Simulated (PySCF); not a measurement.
The vertical singlet excitations below were computed for one of the candidates. Theory: PySCF 2.14.0, density-fitted response routines, TDDFT PBE0/def2-SVPD, vertical, gas phase, core orbitals frozen in the response. Geometries: GFN2-xTB, one conformer each.

```tsv
state	ν̃ (cm⁻¹)	f	main configurations (H = HOMO, L = LUMO)
S1	38510	0.0000	H→L (38%), H-1→L+1 (26%), H-1→L (17%)
S2	40140	0.0006	H-1→L (49%), H→L+1 (49%)
S3	40140	0.0006	H-1→L+1 (55%), H→L (43%)
S4	55020	0.107	H→L+2 (63%), H-1→L+2 (21%)
S5	55230	0.013	H-1→L+2 (66%), H→L+2 (24%)
S6	58670	0.0003	H-2→L (20%), H-3→L+1 (19%), H-5→L (16%)
```

Triplets computed (Tamm–Dancoff): 3.82, 4.23 eV.

Orbital energies (eV): HOMO-3 -9.63, HOMO-2 -9.48, HOMO-1 -7.14, HOMO -7.13, LUMO -0.47, LUMO+1 -0.42, LUMO+2 0.74.

Question: Which structure fits? All have the formula C8H10.
A. `C#CC#C[C@H](C)CC`
B. `C#CC1=CC[C@@H](C1)C`
C. `C1=CC1=CC1CCC1`

Answer: A. Its S1 lies at 4.77 eV; the nearest of the others has S1 at 5.46 eV. S1 is HOMO→LUMO (38%), HOMO-1→LUMO+1 (26%), HOMO-1→LUMO (17%). Löwdin shares by element: HOMO (one of a set within 0.03 eV) carbon 88% or more; LUMO carbon 78% or more (atoms not listed hold the other 22%). At the same level the other candidates give, for their lowest levels:
- `C1=CC1=CC1CCC1`: 4.03 eV (f 0.010); 5.67 eV (f 0.002); 5.94 eV (f 0.000); 5.97 eV (f 0.001); 6.07 eV (f 0.022); T1 3.05 eV; HOMO -5.75, LUMO -0.58 eV
- `C#CC1=CC[C@H](C)C1`: 5.46 eV (f 0.120); 5.54 eV (f 0.191); 6.14 eV (f 0.002); 6.31 eV (f 0.003); 6.93 eV (f 0.016); T1 3.35 eV; HOMO -6.61, LUMO -0.59 eV

The values belong to the conformer `[CH:1]#[C:2][C:3]#[C:4][C@H:5]([CH3:6])[CH2:7][CH3:8]`: C4–C5–C7–C8 -64°.
